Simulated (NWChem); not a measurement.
System: BeNH3Se; SMILES [NH2][Be][SeH]

Here is an NWChem input.

```
start job
memory heap 200 mb stack 900 mb global 1100 mb
geometry units angstroms noautosym nocenter noautoz
  Be     0.028568    -1.138409    -0.000571
  N     -0.005029    -2.634290     0.001398
  H     -0.030885    -3.224408    -0.824087
  H     -0.010326    -3.222101     0.828750
  Se     0.118905     0.893204    -0.003380
  H     -1.349832     0.995914     0.015034
end
basis spherical
  * library 6-31g*
end
dft
  xc pbe0
  iterations 150
end
property
  efieldgrad
end
task dft property
```

Excerpt of the output:

```
             Northwest Computational Chemistry Package (NWChem) 7.3.0
             --------------------------------------------------------

                             Geometry "geometry" -> ""
                             -------------------------

 Output coordinates in angstroms (scale by  1.889725989 to convert to a.u.)

  No.       Tag          Charge          X              Y              Z
 ---- ---------------- ---------- -------------- -------------- --------------
    1 Be                   4.0000     0.02856800    -1.13840900    -0.00057100
    2 N                    7.0000    -0.00502900    -2.63429000     0.00139800
    3 H                    1.0000    -0.03088500    -3.22440800    -0.82408700
    4 H                    1.0000    -0.01032600    -3.22210100     0.82875000
    5 Se                  34.0000     0.11890500     0.89320400    -0.00338000
    6 H                    1.0000    -1.34983200     0.99591400     0.01503400

 Effective nuclear repulsion energy (a.u.)     113.2898128704

                              NWChem Property Module
                              ----------------------

  itol2e modified to match energy
  convergence criterion.

                                 NWChem DFT Module
                                 -----------------

 Summary of "ao basis" -> "ao basis" (spherical)
 ------------------------------------------------------------------------------
       Tag                 Description            Shells   Functions and Types
 ---------------- ------------------------------  ------  ---------------------
 Be                          6-31g*                  6       14   3s2p1d
 N                           6-31g*                  6       14   3s2p1d
 H                           6-31g*                  2        2   2s
 Se                          6-31g*                 12       32   5s4p3d

  itol2e modified to match energy
  convergence criterion.

            General Information
            -------------------
          SCF calculation type: DFT
          Wavefunction type:  closed shell.
          No. of atoms     :     6
          No. of electrons :    48
           Alpha electrons :    24
            Beta electrons :    24
          Charge           :     0
          Spin multiplicity:     1
          Use of symmetry is: off; symmetry adaption is: off
          Maximum number of iterations: 150
          AO basis - number of functions:    66
                     number of shells:    30
          Convergence on energy requested:  1.00D-07
          Convergence on density requested:  1.00D-05
          Convergence on gradient requested:  5.00D-04

              XC Information
              --------------
                         PBE0 Method XC Functional
                     Hartree-Fock (Exact) Exchange  0.250
          PerdewBurkeErnzerhof Exchange Functional  0.750
            Perdew 1991 LDA Correlation Functional  1.000 local
           PerdewBurkeErnz. Correlation Functional  1.000 non-local

             Grid Information
             ----------------
          Grid used for XC integration:  fine
          Radial quadrature: Mura-Knowles
          Angular quadrature: Lebedev.
          Tag              B.-S. Rad. Rad. Pts. Rad. Cut. Ang. Pts.
          ---              ---------- --------- --------- ---------
          Be                  1.05       70           9.0       590
          N                   0.65       70          11.0       590
          H                   0.35       60          12.0       590
          Se                  1.15      140          11.0       974
          Grid pruning is: on
          Number of quadrature shells:   460
          Spatial weights used:  Erf1

      Superposition of Atomic Density Guess
      -------------------------------------

 Sum of atomic energies:       -2469.86054317

      Non-variational initial energy
      ------------------------------

 Total energy =   -2470.848624
 1-e energy   =   -3661.594736
 2-e energy   =    1077.456298
 HOMO         =      -0.306366
 LUMO         =       0.029955

[...]

          -----------------------
          Electric field gradient
          -----------------------

 1 a.u. = 0.324123 10**(16) esu/cm**3  ( or statvolts/cm**2 ) = 0.97174 10**(22) v/m**2

 ------------------------------------------------------------
   Atom      X         Y         Z
 ------------------------------------------------------------
    1 Be   0.05399  -2.15128  -0.00108
 ------------------------------------------------------------

 Electric field gradient in molecular frame (a.u.)
         XX             YY             ZZ             XY             XZ             YZ
 ------------------------------------------------------------------------------------------
       -0.065974       0.179251      -0.113277       0.006925      -0.000589      -0.000348

 Principal components (a.u.) and orientation
 of principal axis w.r.t. absolute frame                      Asymmetry parameter eta
 --------------------------------------------------------------------------------------
        0.179447      -0.113284      -0.066163                       0.262595

        0.028208       0.012320       0.999526
        0.999601       0.000897      -0.028221
       -0.001244       0.999924      -0.012290

 ------------------------------------------------------------
   Atom      X         Y         Z
 ------------------------------------------------------------
    2 N   -0.00950  -4.97809   0.00264
 ------------------------------------------------------------

 Electric field gradient in molecular frame (a.u.)
         XX             YY             ZZ             XY             XZ             YZ
 ------------------------------------------------------------------------------------------
        0.680314      -0.079702      -0.600612      -0.017463      -0.015908      -0.000581

 Principal components (a.u.) and orientation
 of principal axis w.r.t. absolute frame                      Asymmetry parameter eta
 --------------------------------------------------------------------------------------
        0.680912      -0.600811      -0.080102                       0.764722

        0.999660       0.012437       0.022921
       -0.022942       0.001532       0.999736
       -0.012399       0.999921      -0.001817

 ------------------------------------------------------------
   Atom      X         Y         Z
 ------------------------------------------------------------
    3 H   -0.05836  -6.09325  -1.55730
 ------------------------------------------------------------

 Electric field gradient in molecular frame (a.u.)
         XX             YY             ZZ             XY             XZ             YZ
 ------------------------------------------------------------------------------------------
        0.226093      -0.019084      -0.207010      -0.009748      -0.012511      -0.267161

 Principal components (a.u.) and orientation
 of principal axis w.r.t. absolute frame                      Asymmetry parameter eta
 --------------------------------------------------------------------------------------
       -0.396653       0.226506       0.170147                       0.142085

        0.025434       0.999594       0.012816
        0.577859      -0.025162       0.815749
        0.815740      -0.013342      -0.578265

 ------------------------------------------------------------
   Atom      X         Y         Z
 ------------------------------------------------------------
    4 H   -0.01951  -6.08889   1.56611
 ------------------------------------------------------------

 Electric field gradient in molecular frame (a.u.)
         XX             YY             ZZ             XY             XZ             YZ
 ------------------------------------------------------------------------------------------
        0.226640      -0.017663      -0.208977      -0.003089       0.001728       0.267051

 Principal components (a.u.) and orientation
 of principal axis w.r.t. absolute frame                      Asymmetry parameter eta
 --------------------------------------------------------------------------------------
       -0.397002       0.226698       0.170304                       0.142049

       -0.005118       0.999618       0.027165
       -0.575670      -0.025157       0.817295
        0.817666      -0.011455       0.575579

 ------------------------------------------------------------
   Atom      X         Y         Z
 ------------------------------------------------------------
    5 Se   0.22470   1.68791  -0.00639
 ------------------------------------------------------------

 Electric field gradient in molecular frame (a.u.)
         XX             YY             ZZ             XY             XZ             YZ
 ------------------------------------------------------------------------------------------
       -3.170067       0.236105       2.933962       0.973136       0.076104      -0.010146

 Principal components (a.u.) and orientation
 of principal axis w.r.t. absolute frame                      Asymmetry parameter eta
 --------------------------------------------------------------------------------------
       -3.429395       2.934912       0.494483                       0.711621

        0.966441       0.012589       0.256579
       -0.256609       0.000780       0.966515
       -0.011968       0.999920      -0.003985

 ------------------------------------------------------------
   Atom      X         Y         Z
 ------------------------------------------------------------
    6 H   -2.55081   1.88200   0.02841
 ------------------------------------------------------------

 Electric field gradient in molecular frame (a.u.)
         XX             YY             ZZ             XY             XZ             YZ
 ------------------------------------------------------------------------------------------
       -0.199216       0.091849       0.107367       0.022306       0.003843      -0.000268

[...]
```

Level: PBE0/6-31G* (spherical d). All runs use the structure optimised with PBE0/def2-SVP. NWChem prints the field gradient with the sign opposite to the second derivative of the potential.
